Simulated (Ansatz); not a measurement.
CH$_{8}$BNOSi (`N[SiH2]CBO`), relaxed with RKS PBE0-D4/def2-TZVP in Ansatz 0.2.0 from a PBE-D4/def2-SVP geometry. The force threshold is 0.005 eV/Å; the program also tests the step.

Charge 0, multiplicity 1.

Start:

```xyz
13

N     1.195    1.037    1.514
Si   -0.139    1.265    0.408
C    -0.213    0.104   -1.108
B    -0.255   -1.386   -0.654
O    -1.466   -2.018   -0.564
H     1.224    0.179    2.071
H     2.139    1.262    1.187
H    -0.046    2.682   -0.095
H    -1.403    1.079    1.204
H    -1.115    0.399   -1.685
H     0.697    0.326   -1.706
H     0.761   -1.998   -0.334
H    -1.379   -2.931   -0.238
```

```
        step  energy (eV)  largest force (eV/Å)  largest move (Å)
           1  -13253.7185                 0.642             0.000
           2  -13253.7639                 0.217             0.026
           3  -13253.7684                 0.220             0.026
           4  -13253.7714                 0.062             0.021
           5  -13253.7722                 0.051             0.009
           6  -13253.7732                 0.050             0.035
           7  -13253.7735                 0.032             0.016
           8  -13253.7736                 0.009             0.012
9 (rejected)  -13253.7736                 0.019             0.009
          10  -13253.7736                 0.006             0.004
          11  -13253.7736                 0.039             0.022
          12  -13253.7737                 0.025             0.009
          13  -13253.7737                 0.011             0.005
          14  -13253.7737                 0.008             0.003
          15  -13253.7737                 0.004             0.008
```

End:

```xyz
13

N     1.214    1.057    1.474
Si   -0.131    1.236    0.416
C    -0.189    0.085   -1.076
B    -0.275   -1.403   -0.659
O    -1.494   -2.005   -0.606
H     1.293    0.250    2.071
H     2.123    1.393    1.202
H    -0.091    2.635   -0.089
H    -1.361    1.018    1.222
H    -1.060    0.395   -1.664
H     0.723    0.293   -1.646
H     0.699   -2.038   -0.339
H    -1.450   -2.915   -0.305
```

Run time 57 s (4 threads of an Arm Neoverse V2 on a shared host); peak host memory 0.53 GiB.
